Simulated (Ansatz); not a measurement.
```yaml
crystal:
  periodic: [false, false, false]
  atoms:
    - {symbol: C, position_ang: [-1.668001, 1.349669, 0.386479]}
    - {symbol: C, position_ang: [-0.744911, 0.592368, 0.224541]}
    - {symbol: Sn, position_ang: [0.833834, -0.704490, -0.025347]}
    - {symbol: Cl, position_ang: [0.163889, -2.365858, -1.482038]}
    - {symbol: Cl, position_ang: [2.540164, 0.448418, -1.069467]}
    - {symbol: H, position_ang: [-2.485343, 2.020925, 0.525301]}
    - {symbol: H, position_ang: [1.421568, -1.409031, 1.394932]}
basis:
  gaussian: {orbitals: def2-SVP, fitting: {mean_field: cc-pVTZ-jkfit}, final_grid: {core_spheres: 20, valence_spheres: 16, degree: 47}}
hamiltonian: {xc: {name: SVWN5}}
output: {forces: true}
```

```sh
$ ansatz run in.yaml --threads 4 --pin off --events-out ev --progress --plain --max-ram 10444MiB
```

Question: How does Ansatz answer? (Best estimate.)

Answer: The calculation gave: The program refused the input.
```
Functional definition: SVWN5
Error: <dir> the basis set cc-pVTZ-JKFIT has no functions for Sn
```
